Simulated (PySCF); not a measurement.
Computed IR spectrum (relative IR intensity) of a molecule C₂H₆ClFSi. Coordinates come from a PBE-D3(BJ)/def2-SVP optimisation. The values are those of a single conformer. Method: PySCF 2.14.0 with PBE-D3(BJ)/def2-SVP. Frequencies are harmonic and unscaled.

Lines under 2 % of the strongest are left out, and lines within 2 cm⁻¹ are merged.

ν (cm⁻¹): 235 (vw), 396 (w), 520 (m), 633 (w), 789 (vs), 797 (m), 879 (s), 946 (m), 956 (w), 1029 (w), 1372 (vw), 1425 (vw), 1430 (vw), 2205 (s), 2966 (vw), 2976 (w), 3064 (w), 3068 (w) (against the strongest line: vs over 80 %, s over 45 %, m over 15 %, w over 4 %, vw less)

**Question.** Identify the compound among the candidates.
A. C[Si@H](Cl)CF
B. F[C@H]([SiH3])CCl
C. F[C@@H](Cl)C[SiH3]
D. CC[SiH](F)Cl

**Answer.** D, CC[SiH](F)Cl
